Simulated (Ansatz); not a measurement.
# Match the barriers

Saddle point of Si2H6SO, closed shell (Si₂H₆SO ([OH][SiH]([SiH3])[SH]) → Si₂H₄S ([SiH3][SiH][S]) + H₂O (still joined by a long Si–O bond); bonds formed: O2–H4; bonds broken: S3–H4; bonds weakened to dative contacts: Si1–O2), PBE0-D4/def2-TZVP structure:

Si1  (-0.321, -0.068, -0.709)
O2  (1.315, 0.706, -0.964)
S3  (0.311, -1.674, -1.796)
H4  (1.410, -0.278, -1.577)
H5  (-1.244, 0.936, -1.315)
Si6  (-0.643, -0.246, 1.602)
H7  (1.335, 1.499, -1.517)
H8  (-0.763, 1.100, 2.228)
H9  (0.502, -0.975, 2.203)
H10  (-1.901, -1.000, 1.845)
(Å)

Computed with Ansatz 0.2.0 (basis: def2-TZVPP, with def2-QZVPP for the basis limit); correlated methods freeze the cores. Extrapolation: Hartree–Fock as exp(−7.88 √X), correlation as X^−2.97. Four methods, as single points on the PBE0-D4 structures, gave these electronic barriers from the start structure: 135.5, 149.8, 178.0, 209.6 kJ/mol.

**Question.** The methods were, in alphabetical order, BHLYP-D4, HF, PBE-D4, PBE0-D4. Which gave which? (A judgement: the text doesn't fix the answer.)

**Answer.** Computed: PBE-D4 135.5; PBE0-D4 149.8; BHLYP-D4 178.0; HF 209.6 kJ/mol. For comparison, CCSD(T) at an estimated basis limit (MP2 extrapolated from triple and quadruple zeta, plus CCSD(T) − MP2 in triple zeta) gives 160.8 kJ/mol.

T1 diagnostic: at most 0.015.

Labels in which every atom is bracketed show which atoms are joined, not bond orders.

For scale, one of the runs: CCSD(T)/def2-TZVPP, 241 basis functions, launched by `ansatz run in.yaml --threads 4 --pin off --events-out ev --progress --plain --max-ram 9574MiB`. Time: 25 s of wall clock on 4 CPU threads of an Intel Xeon 6975P-C; the host was shared. Peak host memory: 4.5 GiB.
